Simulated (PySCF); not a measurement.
# Dipole response of Re (rhenium, neutral)

[Xe] 4f14 5d5 6s2, high-spin 6S determinant. Calculation: PySCF 2.14, in aug-cc-pwCVTZ-PP with ECP60MDF; scalar relativity through the core potential. Coupled (time-dependent) response in atomic units; α is the mean over directions.

```
method  mean α (bohr³)  C₆ (like pair)  S(−4)
  BLYP           61.80           721.6   1453
```

S(−4) is the Cauchy moment in α(ω) = α(0) + S(−4) ω² + …

Reference α: 62 ± 3 bohr³ (recommended; Schwerdtfeger and Nagle, table of static dipole polarizabilities (2023 update)). Published C₆: 663.0 (Gould and Bucko (2016)).

α(iu) at BLYP:

```tsv
u (hartree)	α(iu) (bohr³)
0	61.80
0.0500	58.45
0.100	50.79
0.200	35.31
0.300	25.09
0.500	14.77
0.750	9.207
1.00	6.445
1.50	3.771
2.00	2.502
3.00	1.335
5.00	0.5562
```

A single London oscillator, α(iu) = α/(1 + u²/ω²), gives C₆ = (3/4) ω α². Matching the computed C₆ needs ω = 4 × 721.6 / (3 × 61.80²) = 0.252 hartree.

Energies and moments cover only the electrons outside the core potential. Spin-orbit coupling, which splits the p, d and f shells strongly at this Z, is absent.
